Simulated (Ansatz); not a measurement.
Reaction (formal exchange of groups at the Si–C bond): `FC[SiH2]CS` + `CC(O)S` → `SC[SiH2]S` + `CC(O)CF`

Isolated molecules relaxed with PBE0-D4/def2-TZVP in Ansatz; ΔE leaves out vibrations. CBS: MP2 limit from def2 TZ/QZ plus the TZ coupled-cluster correction, frozen cores. Functionals use def2-TZVPP. B3LYP here is the variant with VWN-RPA as its local correlation; programs differ in this. One conformer a species, not always the lowest.

| level | ΔE (kJ/mol) | difference from CCSD(T)/CBS |
| --- | --- | --- |
| PBE-D4 | -111.7 | 7.1 |
| r2SCAN-D4 | -118.9 | -0.1 |
| PBE0-D4 | -117.8 | 1.0 |
| B3LYP-D4 | -113.0 | 5.8 |
| ωB97X-V | -115.8 | 3.0 |
| ωB97M-V | -115.6 | 3.2 |
| B2PLYP | -116.0 | 2.8 |
| PBE | -111.3 | 7.5 |
| r2SCAN | -118.9 | -0.1 |
| PBE0 | -117.5 | 1.3 |
| B3LYP | -112.3 | 6.5 |
| HF/def2-TZVPP | -123.9 | -5.1 |
| MP2/def2-TZVPP | -121.5 | -2.7 |
| SCS-MP2/def2-TZVPP | -118.4 | 0.4 |
| CCSD/def2-TZVPP | -119.1 | -0.3 |
| CCSD(T)/def2-TZVPP | -118.1 | 0.7 |
| HF/def2-QZVPP | -123.2 | -4.4 |
| MP2/def2-QZVPP | -121.7 | -2.9 |
| SCS-MP2/def2-QZVPP | -118.7 | 0.1 |
| HF/CBS(def2) | -123.1 | -4.3 |
| MP2/CBS(def2) | -122.2 | -3.4 |
| CCSD/CBS(def2) | -119.8 | -1.0 |
| CCSD(T)/CBS | -118.8 | 0 |

Largest T1 diagnostic among the species: 0.011.

From PBE to PBE0 (25 % exact exchange), in def2-TZVPP and without D4, ΔE moves by −6.1 kJ/mol.
